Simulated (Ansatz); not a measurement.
Ansatz (a quantum-chemistry and plane-wave program) input (PBE0/def2-TZVPP):

Ansatz 0.2 input:
```yaml
crystal:
  periodic: [false, false, false]
  atoms:
    - {symbol: Cl, position_ang: [0.00000000, 0.00000000, 0.00000000]}
basis:
  gaussian:
    orbitals: def2-TZVPP
    final_grid: {core_spheres: 6, valence_spheres: 5, degree: 17}
hamiltonian:
  xc: {name: PBE0}
magnetization: {spin_polarized: true, initial_magnetization: 1}
scf: {lower_state_search: full}
```

Output:

```
Functional definition: PBE0
integrals: 0.00 GiB planned
325 factors; their error is unknown
mean field: 0.13 GiB planned
mean field evaluation 1: about -12517.0198 eV, gradient 4.9e0 eV
mean field evaluation 2: about -12517.1260 eV, gradient 1.4e0 eV
mean field evaluation 4: about -12517.1341 eV, gradient 8.0e-2 eV
mean field evaluation 8: about -12517.1675 eV, gradient 1.9e-3 eV
mean field evaluation 16: about -12516.9387 eV, gradient 7.7e0 eV
mean field evaluation 32: about -12517.1675 eV, gradient 4.8e-2 eV
mean field -12517.16749938 eV, -459.9974211613 hartree, gradient 1.3e-5 eV, S^2 0.754020; 2 other end points of the search recorded, 0 dependent functions left out
reference -12517.16750919 eV, -459.9974215218 hartree; 9, 8 occupied and 33, 34 virtual orbitals, 325 factors
Total energy: -12517.16750919 eV, -459.9974215218 hartree
```
